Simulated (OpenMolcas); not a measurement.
Re²⁺.

```
Program             : OpenMolcas 26.06
Method              : RASSCF
Basis               : ANO-RCC-VTZP [8s7p5d3f2g1h]
Scalar Hamiltonian  : DKH2, point nucleus
Active space        : 11 electrons in 8 orbitals (RAS1 5p, at most 2 holes; RAS2 5d)
State averaging     : 2S+1 = 6 even, 1 root; 2S+1 = 4 even, 24 roots; 2S+1 = 2 even, 75 roots
Spin-orbit coupling : RASSI with atomic mean-field integrals over the reference wave functions, term energies averaged over their components
```

Levels without dynamic correlation, in cm-1 above 5d5 6S 5/2:

```csv
Level,E
5d5 4D 7/2 [75 %],28196
5d5 4G 7/2 [72 %],22834
5d5 2I 11/2,33486
5d5 2S 1/2,49013
5d5 2D 3/2(2),53894
```

On this reference, MS-RASPT2, IPEA 0.25 Eh, imaginary shift 0.1 Eh (closed shells correlated: 5s) puts 5d5 4D 7/2 [75 %] at 23850 cm-1.

Problem. Estimate the other levels at that method by one scale factor, and say how well it serves.

Solution. The factor is 23850 / 28196 = 0.846. Scaled values beside those that MS-RASPT2 gives and measured ones (the list in Brasseur, Gamrath and Quinet, At. Data Nucl. Data Tables 157, 101636 (2024)):
```tsv
Level	Scaled	MS-RASPT2	Miss (%)	Measured
5d5 4G 7/2 [72 %]	19318	19260	+0.3	16890
5d5 2I 11/2	28329	28960	-2.2	26170
5d5 2S 1/2	41465	42560	-2.6	
5d5 2D 3/2(2)	45594	47590	-4.2
```
For these levels the scaled values miss MS-RASPT2 by up to 4.2 %, as correlation changes each term by its own factor, spin-orbit parts do not scale and CASPT2 has its own spread within terms. This holds within one configuration; levels of others move differently, and the target method has errors of its own against measurement.

CASPT2 breaks the degeneracy within a term, and the mean is taken; among the terms shown or strongly mixed into the levels shown the widest spread is 230 cm-1 (5d5 4G, MS-RASPT2). Active for correlation alone: 5p; no level in the range computed is led by a configuration that opens it, so any true level of that kind is missing. Without dynamic correlation excited terms often stand tens of per cent too high (terms of higher spin than the ground term too low), and those without a measured partner can miss by more than the paired ones (holds for RASSCF). Some levels mix across a computed gap that differs much from the measured one, so their mixing is not that of the real levels (holds for RASSCF). Blocks of more than 70 roots (2S+1 = 2 even) ran without multistate coupling (holds for MS-RASPT2). Some terms miss by over 15 % even with CASPT2, which points to a basis or an active space too small for the shells correlated (holds for MS-RASPT2). Measured partners are found by configuration, term and J. A level has none where our copy of the source lacks it or the pairing is in doubt (some pairs that miss far off the trend of their configuration count as doubtful), and it then counts in no deviation. Only configurations of the active space appear.

A share in square brackets marks a mixed level and gives the weight of the term that names it, the lowest over the columns. A number in round brackets counts repeated terms of one configuration in the order of the reference energies.
